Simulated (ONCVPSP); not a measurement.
What one change does to a pseudopotential (Tl, ONCV)

| Quantity | Value |
| --- | --- |
| Element | thallium |
| Generator | ONCVPSP 4.0.1 |
| Type | optimised norm-conserving Vanderbilt (ONCV) |
| Functional | PBE |
| Relativity | fully relativistic |
| Frozen core | [Xe] 4f14 5d10 |
| Valence charge | 3 |
| Reference configuration | 6s1 (charge +2) |
| Partial waves | 6s: rc 1.75 bohr, ncon 3, nbas 8, qcut 3 1/bohr, 1 projector; p scattering state at 0.17 Ha: rc 1.80 bohr, ncon 4, nbas 8, qcut 4.4 1/bohr, 3 projectors, debl 1.8 Ha; d scattering state at 0.05 Ha: rc 1.40 bohr, ncon 5, nbas 10, qcut 7 1/bohr, 1 projector |
| Local potential | polynomial inside 1.30 bohr (lpopt 5, dvloc0 0 Ha) |
| Core correction | Teter function, fcfact 2.5, rcfact 1.2 |

Open shells are filled in proportion to 2j + 1.

In the p channel the program set the typed energies aside and used 0.050, 1.850, 3.650 Ha (j = l + 1/2; the other j can differ).

Change: s: qcut 2; p: qcut 2.9; d: qcut 4.6.

Cutoffs: the cutoffs (Ha) at which the residual kinetic energy of the hardest occupied pseudo-wave falls to 1 and 0.1 mHa per electron; they do not see the model core or the augmentation charge, which bear on the density cutoff. Errors are all-electron minus pseudo energies relative to the spin-unpolarised reference configuration.

Problem. Predict the effect on cutoff, ghosts and configuration errors.

Solution. The potential gets harder (10 Ha and 34 Ha → 51 Ha and 76 Ha); both files keep a bound ghost (p, s); the number of tests that count goes from 4 to 1.

```csv
quantity,base,changed
"cutoff, loose",10 Ha,51 Ha
"cutoff, tight",34 Ha,76 Ha
bound ghosts,"s, p3/2, p1/2","s, p3/2, p1/2"
GHOST(+) flags under 300 eV,none,"p1/2 at 217.5 eV, p3/2 at 267.4 eV"
"tests counted (converged, no solver errors)",4 of 4,1 of 4
"error for 6s2, meV [ΔE -20.79 eV]",+114,+104
s: phases at 1.77 bohr within 0.05 rad from the reference energy up to (Ha; the scan ends near 5),0.1,0.0
p3/2: phases at 1.83 bohr within 0.05 rad from the reference energy up to (Ha; the scan ends near 5),to the end of the scan,to the end of the scan
p1/2: phases at 1.83 bohr within 0.05 rad from the reference energy up to (Ha; the scan ends near 5),to the end of the scan,to the end of the scan
d5/2: phases at 1.42 bohr within 0.05 rad from the reference energy up to (Ha; the scan ends near 5),4.4,to the end of the scan
d3/2: phases at 1.42 bohr within 0.05 rad from the reference energy up to (Ha; the scan ends near 5),4.4,to the end of the scan
"rms error of d²Exc/dni dnj with the model core, mHa",48.53,47.45
```

Base: The cutoffs count occupied waves only; projector 1 of the p channel, the hardest unoccupied one, needs 51 Ha at the loose tolerance. These tests converged, but a pseudo level misses the all-electron one widely, so the file describes the atom poorly there or has found another state: 6s2 6p1: 6p by 1.5 eV; 6s0 6p3: 6p by 1.1 eV. Changed file: Tests not counted: 6s2 6p1 (no result); 6s2 6p0.5 (no result); 6s0 6p3 (no result). A true bound ghost makes a file unfit for plane-wave use even where its test errors are small: the radial tests pick states by their node count and pass the ghost by.
